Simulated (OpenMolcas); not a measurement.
# Nd2+: CASPT2 settings compared

- Program: OpenMolcas
- Basis: ANO-R1 [7s5p3d2f]
- Scalar Hamiltonian: X2C, finite nucleus
- Active space: 4 electrons in 7 orbitals (4f)
- State averaging: 2S+1 = 5 even, 30 roots; 2S+1 = 3 even, 60 roots; 2S+1 = 1 even, 17 roots (0 in the spin-orbit step)
- Spin-orbit coupling: state interaction with AMFI integrals over the reference wave functions, term energies averaged over their components

Methods on the same reference wave functions:
A. CASSCF
B. SS-CASPT2, IPEA 0.75 Eh, imaginary shift 0.15 Eh (closed shells correlated: 4d 5s 5p)
C. SS-CASPT2, IPEA 0.3 Eh, imaginary shift 0.4 Eh (closed shells correlated: 5s 5p)
D. XMS-CASPT2, IPEA 0 Eh, imaginary shift 0.15 Eh (closed shells correlated: 5s 5p)

Energies in cm⁻¹ above 4f⁴ ⁵I₄, the measured ground level; measured values from Ding et al., The Spectrum and Energy Levels of the Low-lying Configurations of Nd III (preprint, 2023).

| Level | A | B | C | D | Measured |
| --- | --- | --- | --- | --- | --- |
| 4f⁴ ⁵I₄ | 0.0 | 0.0 | 0.0 | 0.0 | 0.0 |
| 4f⁴ ⁵I₅ | 1193 | 1218 | 1207 | 1208 | 1138 |
| 4f⁴ ⁵I₆ | 2535 | 2580 | 2560 | 2560 | 2388 |
| 4f⁴ ⁵I₇ | 3976 | 4020 | 4000 | 4000 | 3715 |
| 4f⁴ ⁵I₈ | 5474 | 5510 | 5490 | 5480 | 5093 |
| 4f⁴ ⁵F₁ | 14448 | 11740 | 12850 | 13280 |  |
| 4f⁴ ⁵F₂ | 15000 | 12300 | 13410 | 13840 | 10774 |
| 4f⁴ ⁵F₃ | 15768 | 13090 | 14190 | 14620 | 11425 |
| 4f⁴ ⁵S₂ | 16153 | 13560 | 14550 | 14820 |  |
| 4f⁴ ⁵F₄ | 16624 | 13940 | 15050 | 15470 | 12181 |
| 4f⁴ ³K₆ | 17378 | 16450 | 16530 | 16210 | 14064 |
| 4f⁴ ⁵F₅ | 17484 | 14780 | 15900 | 16300 | 13210 |
| 4f⁴ ³K₇ | 18509 | 17620 | 17660 | 17340 | 15154 |

Deviations, from unrounded energies. A percentage is the sum of absolute deviations over the sum of measured energies, with the sign that they share, or ± where signs differ.

```tsv
Against measurement	Levels	A	B	C	D
mean absolute deviation (cm-1)	10	2500	1200	1700	1800
fine structure of the ground term (%)	4	+6.9	+8.1	+7.4	+7.4
other terms of the ground configuration (%)	6	+31.2	+14.8	+20.7	+22.1
```

B lies closest to measurement on these levels and A furthest from it. The largest miss of B in the table is 4f⁴ ³K₇, by +2500 cm-1. The ranking rests on the paired levels alone, and a cruder setting can come out closer through cancelling errors.

Among B to D the level of the table that moves most is 4f⁴ ⁵F₁, by 1500 cm-1 (lowest in B, highest in D). Moves below CASPT2's spread within the term are not significant.

From A to B the spin-free energies of the other terms of 4f⁴ shown, above ⁵I, scale by factors of 0.80 to 0.94, as is usual when dynamic correlation screens the repulsion within a d or f shell.

The lowest spin-free term lies below A's lowest term by 0.393 hartree in B, 0.181 hartree in C, 0.193 hartree in D.

Term energies are means over components that CASPT2 splits; among the terms shown or strongly mixed into the levels shown the widest spread is 370 cm-1 (4f⁴ ⁵I, C). High states are left out of the spin-orbit mixing, which shifts the levels that they would mix with. Without dynamic correlation excited terms often stand tens of per cent too high (terms of higher spin than the ground term too low), and those without a measured partner can miss by more than the paired ones (holds for A). The CASPT2 spread within a term exceeds the gap to the next term for 4f⁴ ⁵F and 4f⁴ ⁵S, so the order of their levels is uncertain, and so are names and mixing where such terms share a J (holds for B). Some terms miss by over 15 % even with CASPT2, which points to a basis or an active space too small for the shells correlated (holds for B; C; D). Computed and measured levels are paired by configuration, term and J; levels that our copy of the source lacks, or whose pairing is in doubt (as where it misses far off the trend of its configuration), stay unpaired and out of the deviations. Only configurations of the active space appear. The table leaves out levels that lie high or whose names do not pair safely across all columns.
